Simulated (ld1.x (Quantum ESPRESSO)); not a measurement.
## iron (Fe), TM: configuration errors across variants

```
Element                 : Fe
Generator               : ld1.x (Quantum ESPRESSO) 7.5
Type                    : norm-conserving Troullier–Martins (Kleinman–Bylander form)
Functional              : PBE
Relativity              : scalar-relativistic
Frozen core             : [Ar]
Valence charge          : 8
Reference configuration : 3d6 4s2 4p0
Partial waves           : 4s (bound): rc 2.35 bohr; 4p (bound, empty): rc 3.40 bohr; 3d (bound): rc 0.95 bohr
Local potential         : the d channel
Core correction         : Bessel-smoothed model core inside 0.95 bohr
```

All-electron excitation energies from the reference (eV): (1) 3d6 4s1 4p0 8.729; (2) 3d6 4s0 4p0 24.932; (3) 3d5 4s0 4p0 59.155; (4) 3d7 4s0 4p0 6.636; (5) 3d6.5 4s1.5 4p0 -0.727; (6) 3d6 4s0 4p2 8.455; (7) 3d7 4s1 4p0 -0.791.

A true bound ghost makes a file unfit for plane-wave use even where its test errors are small: the radial tests pick states by their node count and pass the ghost by.

Errors AE − PS in meV (a dash: test not solved or not reliable):

```tsv
change	(1)	(2)	(3)	(4)	(5)	(6)	(7)	bound ghosts
base	-6.6	-53	-171	-234	-35	-1.1	-115	s, p
core correction none	+6.9	+76	+196	-154	-26	+24	-85	s, p
core correction Bessel-smoothed model core inside 0.42 bohr	-6.5	-53	-171	-233	-35	-1.0	-115	s, p
core correction Bessel-smoothed model core inside 0.64 bohr	-6.6	-53	-171	-233	-35	-1.0	-115	s, p
core correction Bessel-smoothed model core inside 0.80 bohr	-6.6	-53	-171	-233	-35	-1.0	-115	s, p
core correction Bessel-smoothed model core inside 0.90 bohr	-6.6	-53	-171	-234	-35	-1.1	-115	s, p
core correction Bessel-smoothed model core inside 1.02 bohr	-6.6	-53	-171	-234	-35	-1.1	-115	s, p
core correction Bessel-smoothed model core inside 1.10 bohr	-6.6	-53	-171	-234	-35	-1.1	-115	s, p
```

Task: Give the same row for: core correction Bessel-smoothed model core inside 0.56 bohr.

Result: -6.5, -53, -171, -233, -35, -1.0, -115; bound ghosts: s, p.
